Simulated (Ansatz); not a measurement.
Ga₉Sb₉H₂₄⁻, a nanocrystal cut from wurtzite GaSb (hydrogen-capped). Charge -1, multiplicity 2. Geometry r2SCAN-D4/def2-SVP, that of the neutral singlet; atoms count from 1.

```xyz
42

Ga    1.0138   -4.2070   -3.1769
Sb    0.6232   -4.9122   -0.5725
Sb    0.6662   -1.5791   -2.7957
Ga   -1.8042   -0.9357   -2.0882
Ga    0.0930   -3.1649    1.3686
Sb   -1.9838   -1.7806    0.4590
Sb   -2.0644    1.6942   -1.9036
Ga   -4.5664    2.4769   -1.3554
Ga   -2.6114    0.0763    2.2522
Sb   -4.6432    1.4008    1.1486
Ga    2.5599   -0.4723   -1.3103
Sb    2.0268   -1.3540    1.1741
Sb    2.1995    2.1472   -1.1442
Ga   -0.2350    2.8782   -0.3967
Ga    1.6113    0.5253    3.0054
Sb   -0.5418    1.7247    2.0138
Ga    4.1446    3.4070    0.1980
Sb    3.5829    2.2750    2.6139
H    -0.2013   -4.8139   -3.9504
H     2.5172   -4.5245   -3.4636
H    -0.5706   -6.1175   -0.4360
H     1.9144   -5.8576    0.0069
H     0.8594   -0.8363   -4.3179
H    -2.9139   -1.6264   -2.9513
H    -0.0940   -3.7906    2.7890
H    -3.2864   -2.8775    0.4977
H    -1.7137    2.2474   -3.4776
H    -5.5948    1.6447   -2.1877
H    -4.6212    4.0233   -1.1352
H    -2.8754   -0.4566    3.6978
H    -6.0010    0.3930    1.3414
H    -5.1051    2.5644    2.3015
H     4.0136   -0.8904   -1.7171
H     3.4321   -2.1630    1.6954
H     2.3031    2.6743   -2.7620
H    -0.4227    4.4278   -0.2669
H     1.4681    0.0060    4.4730
H    -0.8713    2.9936    3.1013
H     5.5445    2.8388   -0.2024
H     3.7984    4.9217    0.3689
H     4.9693    1.5558    3.2902
H     3.3805    3.4636    3.8150
```

In the def2 sets Sb takes a core potential; there is no spin–orbit coupling. Single mean-field runs in def2-SVP are fitted with def2-universal-jkfit.

**Question.** Estimate the Mulliken populations of the heavy atoms from the PBE0/def2-SVP orbitals of Ansatz.

**Answer.** 
| atom | charge (e) | spin (α − β) |
| --- | --- | --- |
| Ga1 | 0.10 | 0.08 |
| Sb2 | 0.07 | 0.03 |
| Sb3 | -0.08 | -0.02 |
| Ga4 | 0.11 | 0.06 |
| Ga5 | 0.11 | 0.06 |
| Sb6 | -0.18 | 0.08 |
| Sb7 | -0.08 | -0.02 |
| Ga8 | 0.10 | 0.08 |
| Ga9 | 0.11 | 0.06 |
| Sb10 | 0.07 | 0.03 |
| Ga11 | 0.11 | 0.06 |
| Sb12 | -0.18 | 0.08 |
| Sb13 | -0.08 | -0.02 |
| Ga14 | 0.11 | 0.06 |
| Ga15 | 0.11 | 0.06 |
| Sb16 | -0.18 | 0.08 |
| Ga17 | 0.10 | 0.08 |
| Sb18 | 0.07 | 0.03 |
Mulliken values depend strongly on the basis.

**Question.** Where does the spin sit?

**Answer.** Summed by element: Ga 0.58, Sb 0.28, H 0.15, of 1 unpaired in all. Largest on single atoms: Sb16 0.08, Sb12 0.08, Sb6 0.08.

**Question.** And the Mayer bond orders between heavy atoms (over 0.3)?

**Answer.** Ga1–Sb2 0.65 (2.73 Å); Ga1–Sb3 0.72 (2.68 Å); Sb2–Ga5 0.66 (2.66 Å); Sb3–Ga4 0.78 (2.65 Å); Sb3–Ga11 0.78 (2.65 Å); Ga4–Sb6 0.76 (2.69 Å); Ga4–Sb7 0.78 (2.65 Å); Ga5–Sb6 0.80 (2.66 Å); Ga5–Sb12 0.80 (2.66 Å); Sb6–Ga9 0.80 (2.66 Å); Sb7–Ga8 0.72 (2.68 Å); Sb7–Ga14 0.78 (2.65 Å); Ga8–Sb10 0.65 (2.73 Å); Ga9–Sb10 0.66 (2.66 Å); Ga9–Sb16 0.80 (2.66 Å); Ga11–Sb12 0.76 (2.69 Å); Ga11–Sb13 0.78 (2.65 Å); Sb12–Ga15 0.80 (2.66 Å); Sb13–Ga14 0.78 (2.65 Å); Sb13–Ga17 0.72 (2.68 Å); Ga14–Sb16 0.76 (2.69 Å); Ga15–Sb16 0.80 (2.66 Å); Ga15–Sb18 0.66 (2.66 Å); Ga17–Sb18 0.65 (2.73 Å).
